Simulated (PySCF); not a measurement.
Isomers of C7H10P2, mass 156.026 u with the commonest isotopes. Method used: PySCF 2.14.0, PBE0-D3(BJ)/def2-SVP geometry optimisation, gas phase. One conformer each, none proved a minimum here; rigid rotors.

Question: Order these by radius of gyration √(Σ m r²/M), largest first.
A. `[CH3:1][CH2:2][c:3]1[cH:4][cH:5][p:6][c:7]([CH3:8])[p:9]1` with C1–C2–C3–C4 -82°
B. `[CH3:1][c:2]1[cH:3][cH:4][cH:5][c:6]([PH:7][PH2:8])[cH:9]1` with C5–C6–P7–P8 -105°, C6–P7–P8–H 73° and 166°
C. `[CH3:1][CH2:2][c:3]1[p:4][cH:5][cH:6][p:7][c:8]1[CH3:9]` with C1–C2–C3–P4 93°

Answer: B (2.432 Å), A (2.278 Å), C (2.187 Å).

Question: Order these by rotational constant B, largest first.
A. `[CH3:1][c:2]1[cH:3][cH:4][cH:5][c:6]([PH:7][PH2:8])[cH:9]1` with C5–C6–P7–P8 -105°, C6–P7–P8–H 73° and 166°
B. `[CH3:1][CH2:2][c:3]1[cH:4][cH:5][p:6][c:7]([CH3:8])[p:9]1` with C1–C2–C3–C4 -82°
C. `[CH3:1][CH2:2][c:3]1[p:4][cH:5][cH:6][p:7][c:8]1[CH3:9]` with C1–C2–C3–P4 93°

Answer: C (1109 MHz), B (858.9 MHz), A (679.1 MHz).

Question: Order these by out-of-plane moment Σ m c² = (Ia + Ib − Ic)/2, smallest first.
A. `[CH3:1][CH2:2][c:3]1[cH:4][cH:5][p:6][c:7]([CH3:8])[p:9]1` with C1–C2–C3–C4 -82°
B. `[CH3:1][CH2:2][c:3]1[p:4][cH:5][cH:6][p:7][c:8]1[CH3:9]` with C1–C2–C3–P4 93°
C. `[CH3:1][c:2]1[cH:3][cH:4][cH:5][c:6]([PH:7][PH2:8])[cH:9]1` with C5–C6–P7–P8 -105°, C6–P7–P8–H 73° and 166°

Answer: A (24.65 u·Å²), B (25.48 u·Å²), C (70.14 u·Å²).

```
       SMILES  point group  Ia (u·Å²)  Ib (u·Å²)  Ic (u·Å²)      κ  μa (D)  μb (D)  μc (D)
Cc1cccc(PP)c1           C1     248.85     744.22     852.78  -0.88    1.22    0.21    0.18
CCc1ccpc(C)p1           C1     245.97     588.39     785.07  -0.69    1.24    0.52    0.05
  CCc1pccpc1C           C1     316.02     455.63     720.69  -0.09    0.92    0.47    0.04
```
